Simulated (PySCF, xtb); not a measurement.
B(OH)(SeH)2 (BH₃OSe₂), SMILES OB([SeH])[SeH]. Other conformers were not sampled.

Harmonic wavenumbers (cm⁻¹) from xtb 6.7.1 with GFN2-xTB at its own minimum, in rising order: 131, 214, 258, 265, 345, 374, 513, 591, 680, 703, 916, 1262, 2023, 2046, 3591.

Question: What does PBE0-D3(BJ)/def2-SVP (PySCF) give at its own minimum? (The exact figures need the calculation; the answer reports its results.)

Answer: 145, 160, 278, 302, 398, 445, 485, 681, 757, 822, 1083, 1366, 2432, 2462, 3920. Paired by order, the mean absolute difference is 133 cm⁻¹ and the zero-point energies are 19.9 and 22.5 kcal/mol.
